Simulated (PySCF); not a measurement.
# Exercise with solution: oscillator strength and radiative lifetime

BHCl₂, SMILES B(Cl)Cl.

The structure is a stationary point at PBE0-D3(BJ)/def2-TZVP.

TDA-B3LYP/def2-SVPD in PySCF puts the first singlet state with f over 0.02 at 6.95 eV (vertical), with the transition dipole (0.000, -1.025, 0.000) in atomic units.

Task: Find the oscillator strength, the wavelength and the radiative lifetime that this transition would have in vacuum if emission retraced absorption.

Result: 
|μ|² = 1.0506 au, so |μ| = 2.61 D. ΔE = 6.95/27.211 = 0.2554 hartree. f = (2/3) ΔE |μ|² = 0.179 (the program prints 0.179).
λ = 1239.84/6.95 = 178 nm; ν = 56056 cm⁻¹.
Einstein's coefficient A = 0.6670 ν² f s⁻¹ (ν in cm⁻¹) = 3.7e8 s⁻¹, so τ = 1/A = 2.7 ns. This state is S3; the lower singlets have f = 0.001, 0.000. The figure is the radiative limit of this one transition; relaxation, internal conversion, crossing to triplets and a medium change what is measured.
